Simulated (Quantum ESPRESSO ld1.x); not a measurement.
All-electron atom: Tl2+ in [Xe] 4f14 5d10 6s1. Calculated with ld1.x of Quantum ESPRESSO 7.5: scalar-relativistic Kohn-Sham, LDA (Slater exchange, VWN5 correlation), spin-unpolarised, spherical densities, point nucleus.

Radial electron density D(r) = 4 pi r^2 rho(r):

```
   r/bohr * D(r) (the largest magnitude, 152, reaches the edge; | marks zero)
0.0006196 | *
 0.000833 |  *
  0.00112 |    *
 0.001506 |       *
 0.002041 |          *
 0.002744 |               *
 0.003689 |                     *
  0.00496 |                            *
 0.006668 |                                   *
 0.008965 |                                       *
  0.01205 |                                        *
  0.01633 |                                     *
  0.02196 |                                   *
  0.02953 |                                        *
   0.0397 |                                                  *
  0.05337 |                                                      *
  0.07176 |                                              *
  0.09648 |                                           *
   0.1308 |                                                  *
   0.1758 |                                            *
   0.2363 |                             *
   0.3178 |                                *
   0.4272 |                              *
   0.5744 |               *
   0.7722 |         *
    1.047 |      *
    1.407 |   *
    1.892 | *
    2.544 *
     3.42 *
    4.598 *
    6.181 *
```

D(r) has 4 maxima, at r = 0.0108, 0.0505, 0.139, 0.361 bohr, and minima at 0.0209, 0.0898, 0.256 bohr, inside which lie 1.87, 10.98, 30.08 electrons.
